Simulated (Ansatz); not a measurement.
Ansatz (a first-principles code) input file for C2H9FSi3, SMILES [SiH2]1[Si@H]([SiH3])[C@@H](F)C1, PBE-D3(BJ)/def2-SVP. 

Ansatz 0.2 input:
```yaml
crystal:
  periodic: [false, false, false]
  atoms:
    - {symbol: F, position_ang: [-0.89658668, -0.94638250, -2.18005975]}
    - {symbol: C, position_ang: [-0.80884716, -0.07404720, -1.10638992]}
    - {symbol: C, position_ang: [-2.10129807, 0.00544655, -0.27210230]}
    - {symbol: Si, position_ang: [-1.32556928, 0.56623596, 1.39738767]}
    - {symbol: Si, position_ang: [0.46963271, -0.48878289, 0.30630544]}
    - {symbol: Si, position_ang: [2.63291156, 0.39009237, 0.10596618]}
    - {symbol: H, position_ang: [-0.57134541, 0.92921959, -1.50934735]}
    - {symbol: H, position_ang: [-2.91159126, 0.59386549, -0.73120511]}
    - {symbol: H, position_ang: [-2.47444669, -1.02188300, -0.11289602]}
    - {symbol: H, position_ang: [-1.20535801, 2.04743404, 1.52511658]}
    - {symbol: H, position_ang: [-1.96365124, 0.00840107, 2.62178685]}
    - {symbol: H, position_ang: [0.47442316, -1.95941141, 0.56909335]}
    - {symbol: H, position_ang: [2.53168605, 1.83902308, -0.24037001]}
    - {symbol: H, position_ang: [3.36770048, 0.25438800, 1.39840173]}
    - {symbol: H, position_ang: [3.40508472, -0.30762668, -0.96431925]}
basis:
  gaussian:
    orbitals: def2-SVP
hamiltonian:
  xc: pbe
  dispersion: d3bj
relax: {f_tol: 0.002, max_steps: 200}
```

It prints:

```
WARN ansatz: RAYON_NUM_THREADS=2 ignored (pool sized by the plan → 2); use --threads N
Functional definition: PBE
integrals: 0.10 GiB planned
1574 factors; their error is unknown
mean field: 0.50 GiB planned
mean field evaluation 1: about -28532.6360 eV, gradient 5.4e1 eV
mean field evaluation 2: about -28512.7425 eV, gradient 9.6e1 eV
mean field evaluation 4: about -28540.4203 eV, gradient 7.5e0 eV
mean field evaluation 8: about -28540.5558 eV, gradient 1.8e-1 eV
mean field evaluation 16: about -28540.4237 eV, gradient 8.7e-4 eV
mean field -28540.42373677 eV, -1048.8412269321 hartree, gradient 2.3e-5 eV, S^2 0.000000; 0 other end points of the search recorded, 0 dependent functions left out
the calculation of the forces begins
reference -28540.42377804 eV, -1048.8412284490 hartree; 36, 36 occupied and 105, 105 virtual orbitals, 1574 factors
relax step   1: F+E_penalty+E_count = -28540.82600268 eV  Δ(F+E_penalty+E_count) = +0.000e0 eV  max|allowed force component| = 2.831e-1 eV/Å  Δτ_max = 0.0000 Å  (30 SCF iters, accepted)
these checks for a lower state are left out or cut short: starts, cluster_reference, orbital_swaps, neighbouring_geometries, increment
integrals: 0.10 GiB planned
1574 factors; their error is unknown
mean field: 0.50 GiB planned
mean field -28540.43839113 eV, -1048.8417654700 hartree, gradient 1.5e-5 eV, S^2 0.000000; 0 other end points of the search recorded, 0 dependent functions left out
the calculation of the forces begins
reference -28540.43843250 eV, -1048.8417669904 hartree; 36, 36 occupied and 105, 105 virtual orbitals, 1574 factors
relax step   2: F+E_penalty+E_count = -28540.83962384 eV  Δ(F+E_penalty+E_count) = -1.362e-2 eV  max|allowed force component| = 8.847e-2 eV/Å  Δτ_max = 0.0192 Å  (32 SCF iters, accepted)
these checks for a lower state are left out or cut short: starts, cluster_reference, orbital_swaps, neighbouring_geometries, increment
integrals: 0.10 GiB planned
1574 factors; their error is unknown
mean field: 0.50 GiB planned
mean field evaluation 32: about -28540.4401 eV, gradient 1.4e-3 eV
mean field -28540.44014725 eV, -1048.8418300064 hartree, gradient 1.6e-5 eV, S^2 0.000000; 0 other end points of the search recorded, 0 dependent functions left out
the calculation of the forces begins
reference -28540.44018866 eV, -1048.8418315280 hartree; 36, 36 occupied and 105, 105 virtual orbitals, 1574 factors
relax step   3: F+E_penalty+E_count = -28540.84109087 eV  Δ(F+E_penalty+E_count) = -1.467e-3 eV  max|allowed force component| = 2.735e-2 eV/Å  Δτ_max = 0.0144 Å  (32 SCF iters, accepted)
these checks for a lower state are left out or cut short: starts, cluster_reference, orbital_swaps, neighbouring_geometries, increment
integrals: 0.10 GiB planned
1574 factors; their error is unknown
mean field: 0.50 GiB planned
mean field -28540.44017128 eV, -1048.8418308895 hartree, gradient 1.5e-5 eV, S^2 0.000000; 0 other end points of the search recorded, 0 dependent functions left out
the calculation of the forces begins
reference -28540.44021268 eV, -1048.8418324107 hartree; 36, 36 occupied and 105, 105 virtual orbitals, 1574 factors
relax step   4: F+E_penalty+E_count = -28540.84111017 eV  Δ(F+E_penalty+E_count) = -1.930e-5 eV  max|allowed force component| = 3.269e-2 eV/Å  Δτ_max = 0.0145 Å  (31 SCF iters, accepted)
these checks for a lower state are left out or cut short: starts, cluster_reference, orbital_swaps, neighbouring_geometries, increment
integrals: 0.10 GiB planned
1574 factors; their error is unknown
mean field: 0.50 GiB planned
mean field -28540.44043174 eV, -1048.8418404611 hartree, gradient 9.2e-6 eV, S^2 0.000000; 0 other end points of the search recorded, 0 dependent functions left out
the calculation of the forces begins
reference -28540.44047315 eV, -1048.8418419828 hartree; 36, 36 occupied and 105, 105 virtual orbitals, 1574 factors
relax step   5: F+E_penalty+E_count = -28540.84132236 eV  Δ(F+E_penalty+E_count) = -2.122e-4 eV  max|allowed force component| = 7.410e-3 eV/Å  Δτ_max = 0.0049 Å  (24 SCF iters, accepted)
these checks for a lower state are left out or cut short: starts, cluster_reference, orbital_swaps, neighbouring_geometries, increment
integrals: 0.10 GiB planned
1574 factors; their error is unknown
mean field: 0.50 GiB planned
mean field -28540.44048127 eV, -1048.8418422815 hartree, gradient 2.4e-5 eV, S^2 0.000000; 0 other end points of the search recorded, 0 dependent functions left out
the calculation of the forces begins
reference -28540.44052268 eV, -1048.8418438031 hartree; 36, 36 occupied and 105, 105 virtual orbitals, 1574 factors
relax step   6: F+E_penalty+E_count = -28540.84140954 eV  Δ(F+E_penalty+E_count) = -8.718e-5 eV  max|allowed force component| = 6.342e-3 eV/Å  Δτ_max = 0.0053 Å  (23 SCF iters, accepted)
these checks for a lower state are left out or cut short: starts, cluster_reference, orbital_swaps, neighbouring_geometries, increment
integrals: 0.10 GiB planned
1574 factors; their error is unknown
mean field: 0.50 GiB planned
mean field -28540.44062301 eV, -1048.8418474902 hartree, gradient 1.5e-5 eV, S^2 0.000000; 0 other end points of the search recorded, 0 dependent functions left out
the calculation of the forces begins
reference -28540.44066444 eV, -1048.8418490126 hartree; 36, 36 occupied and 105, 105 virtual orbitals, 1574 factors
relax step   7: F+E_penalty+E_count = -28540.84146542 eV  Δ(F+E_penalty+E_count) = -5.588e-5 eV  max|allowed force component| = 1.162e-2 eV/Å  Δτ_max = 0.0088 Å  (32 SCF iters, accepted)
these checks for a lower state are left out or cut short: starts, cluster_reference, orbital_swaps, neighbouring_geometries, increment
integrals: 0.10 GiB planned
1574 factors; their error is unknown
mean field: 0.50 GiB planned
mean field evaluation 64: about -28540.4407 eV, gradient 1.1e-4 eV
mean field -28540.44073219 eV, -1048.8418515023 hartree, gradient 1.5e-5 eV, S^2 0.000000; 0 other end points of the search recorded, 0 dependent functions left out
the calculation of the forces begins
reference -28540.44077362 eV, -1048.8418530250 hartree; 36, 36 occupied and 105, 105 virtual orbitals, 1574 factors
relax step   8: F+E_penalty+E_count = -28540.84149170 eV  Δ(F+E_penalty+E_count) = -2.629e-5 eV  max|allowed force component| = 4.089e-3 eV/Å  Δτ_max = 0.0084 Å  (32 SCF iters, accepted)
these checks for a lower state are left out or cut short: starts, cluster_reference, orbital_swaps, neighbouring_geometries, increment
integrals: 0.10 GiB planned
1574 factors; their error is unknown
mean field: 0.50 GiB planned
mean field -28540.44075791 eV, -1048.8418524475 hartree, gradient 6.7e-5 eV, S^2 0.000000; 0 other end points of the search recorded, 0 dependent functions left out
the calculation of the forces begins
reference -28540.44079934 eV, -1048.8418539701 hartree; 36, 36 occupied and 105, 105 virtual orbitals, 1574 factors
relax step   9: F+E_penalty+E_count = -28540.84149678 eV  Δ(F+E_penalty+E_count) = -5.081e-6 eV  max|allowed force component| = 2.151e-3 eV/Å  Δτ_max = 0.0016 Å  (20 SCF iters, accepted)
these checks for a lower state are left out or cut short: starts, cluster_reference, orbital_swaps, neighbouring_geometries, increment
integrals: 0.10 GiB planned
1574 factors; their error is unknown
mean field: 0.50 GiB planned
mean field -28540.44079075 eV, -1048.8418536543 hartree, gradient 7.8e-5 eV, S^2 0.000000; 0 other end points of the search recorded, 0 dependent functions left out
the calculation of the forces begins
reference -28540.44083218 eV, -1048.8418551771 hartree; 36, 36 occupied and 105, 105 virtual orbitals, 1574 factors
relax step  10: F+E_penalty+E_count = -28540.84149911 eV  Δ(F+E_penalty+E_count) = -2.330e-6 eV  max|allowed force component| = 8.663e-4 eV/Å  Δτ_max = 0.0012 Å  (20 SCF iters, accepted)
integrals: 0.10 GiB planned
1574 factors; their error is unknown
mean field: 0.50 GiB planned
mean field evaluation 96: about -28540.4408 eV, gradient 2.3e-5 eV
mean field -28540.44079075 eV, -1048.8418536543 hartree, gradient 7.8e-5 eV, S^2 0.000000; 1 other end points of the search recorded, 0 dependent functions left out
the calculation of the forces begins
reference -28540.44083218 eV, -1048.8418551771 hartree; 36, 36 occupied and 105, 105 virtual orbitals, 1574 factors
Total energy: -28540.84154055 eV, -1048.8565809380 hartree
Atom 0 at    -0.896022    -0.908619    -2.212214 Å, force     0.000153     0.000011    -0.000499 eV/Å
Atom 1 at    -0.822582    -0.057637    -1.115958 Å, force    -0.000274    -0.000866     0.000462 eV/Å
Atom 2 at    -2.110373    -0.018137    -0.270321 Å, force    -0.000098    -0.000276     0.000752 eV/Å
Atom 3 at    -1.327679     0.575461     1.390599 Å, force    -0.000065     0.000369     0.000194 eV/Å
Atom 4 at     0.471842    -0.472009     0.296960 Å, force     0.000445    -0.000331    -0.000357 eV/Å
Atom 5 at     2.648796     0.380182     0.111405 Å, force    -0.000162     0.000274     0.000447 eV/Å
Atom 6 at    -0.597881     0.968982    -1.493189 Å, force     0.000046     0.000304    -0.000196 eV/Å
Atom 7 at    -2.952432     0.544863    -0.723227 Å, force    -0.000123     0.000231    -0.000280 eV/Å
Atom 8 at    -2.449237    -1.063049    -0.094142 Å, force     0.000125     0.000452    -0.000264 eV/Å
Atom 9 at    -1.222304     2.072884     1.494193 Å, force    -0.000166    -0.000101    -0.000145 eV/Å
Atom 10 at    -1.954486     0.022902     2.639081 Å, force     0.000003    -0.000204     0.000094 eV/Å
Atom 11 at     0.455417    -1.955777     0.566090 Å, force     0.000075     0.000366     0.000021 eV/Å
Atom 12 at     2.569740     1.842367    -0.240222 Å, force     0.000150     0.000022    -0.000043 eV/Å
Atom 13 at     3.380918     0.236678     1.419274 Å, force     0.000077    -0.000051    -0.000021 eV/Å
Atom 14 at     3.429028    -0.333120    -0.960959 Å, force    -0.000186    -0.000201    -0.000166 eV/Å
Dipole moment:    -0.052615     0.152732     0.205049 e Å
```

The calculation finished and met its thresholds.

Cost: roughly 60 core-seconds.
